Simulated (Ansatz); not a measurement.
Consider the formal exchange of groups at a C–Si bond: `FC[SiH2]CI` + `CO[SiH3]` → `CO[SiH2]CF` + `[SiH3]CI`.

Program: Ansatz. Geometries: PBE0-D4/def2-TZVP. ΔE: electronic, gas phase. CCSD(T)/CBS is the MP2 limit (def2-TZVPP, def2-QZVPP) plus CCSD(T) − MP2 in def2-TZVPP, frozen cores. def2 core potentials past Kr. For I outer-core shells are correlated without core-valence functions, which leaves a few kJ/mol of doubt a bond. One conformer a species, not always the lowest.

| species | CCSD(T)/CBS(def2) energy (Eh) |
| --- | --- |
| `FC[SiH2]CI` | -766.02132 |
| `CO[SiH3]` | -405.93001 |
| `CO[SiH2]CF` | -544.37599 |
| `[SiH3]CI` | -627.57596 |

Work out ΔE.

ΔE = (-544.37599) + (-627.57596) − (-766.02132) − (-405.93001) = -0.00062 Eh = -1.6 kJ/mol.

Largest T1 diagnostic among the species: 0.011.
